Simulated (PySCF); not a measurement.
Isomers of C2H7B. Gas-phase values, no solvent. One relaxed conformer stands for each flexible species; it need not be the lowest. Strings in code marks are SMILES.

Quantity: vertical ionisation energy (energy after one electron is removed minus that of the parent at the parent's geometry), in eV.

Case: `BCC`. Geometry of `BCC` (neutral, multiplicity 1, Å):

```xyz
10

B      1.4584    -0.0890    -0.0615
C     -0.0151    -0.0656    -0.5438
C     -1.1109     0.1188     0.4964
H      1.7538     0.0447     1.0939
H      2.3395    -0.2412    -0.8606
H     -0.0721     0.7149    -1.3201
H     -0.1734    -0.9855    -1.1288
H     -2.1082     0.1264     0.0493
H     -0.9842     1.0597     1.0372
H     -1.0876    -0.6833     1.2380
```

Q: Estimate the vertical ionisation energy (energy after one electron is removed minus that of the parent at the parent's geometry) that minus the HOMO energy of B3LYP/6-31G* // PBE0-D3(BJ)/def2-TZVP (PySCF) returns for this input.

A: 8.40 eV.
